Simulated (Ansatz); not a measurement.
`C[SiH2][O][GeH3]` and `C=CO[SiH2]C` differ in one atom or group.

Ansatz, PBE0-D4/def2-TZVP geometries, multiplicity 1. Each molecule was computed in one conformer, which needn't be the lowest.

Scalar relativity is left out up to krypton.

| property | `C[SiH2][O][GeH3]` |
| --- | --- |
| HOMO energy (B3LYP/def2-TZVPP) / eV | -8.05 |
| LUMO energy (ωB97M-V/def2-TZVPP) / eV | 1.80 |
| size of the dipole moment (PBE/def2-TZVPP) / D | 0.43 |
| HOMO–LUMO gap (ωB97M-V/def2-TZVPP) / eV | 12.36 |
| HOMO energy (ωB97M-V/def2-TZVPP) / eV | -10.56 |
| size of the dipole moment (B3LYP/def2-TZVPP) / D | 0.50 |

Task: What does the change do to each property? (Best estimate.)

Result: Ansatz gave: 
```json
{"property": "HOMO energy (B3LYP/def2-TZVPP) / eV", "`C=CO[SiH2]C`": "-6.71", "shift": "1.34"}
{"property": "LUMO energy (ωB97M-V/def2-TZVPP) / eV", "`C=CO[SiH2]C`": "2.17", "shift": "0.37"}
{"property": "size of the dipole moment (PBE/def2-TZVPP) / D", "`C=CO[SiH2]C`": "1.06", "shift": "0.63"}
{"property": "HOMO–LUMO gap (ωB97M-V/def2-TZVPP) / eV", "`C=CO[SiH2]C`": "11.37", "shift": "-0.99"}
{"property": "HOMO energy (ωB97M-V/def2-TZVPP) / eV", "`C=CO[SiH2]C`": "-9.20", "shift": "1.36"}
{"property": "size of the dipole moment (B3LYP/def2-TZVPP) / D", "`C=CO[SiH2]C`": "1.04", "shift": "0.54"}
```

With PBE0 the HOMO rises by 1.33 eV and the LUMO rises by 0.37 eV, so the gap narrows by about 0.96 eV. PBE moves the HOMO by 1.07 eV and ωB97M-V by 1.36 eV. Dipoles are sizes alone; their direction can turn.

B3LYP here is the variant with VWN-RPA as its local correlation; programs differ in this.
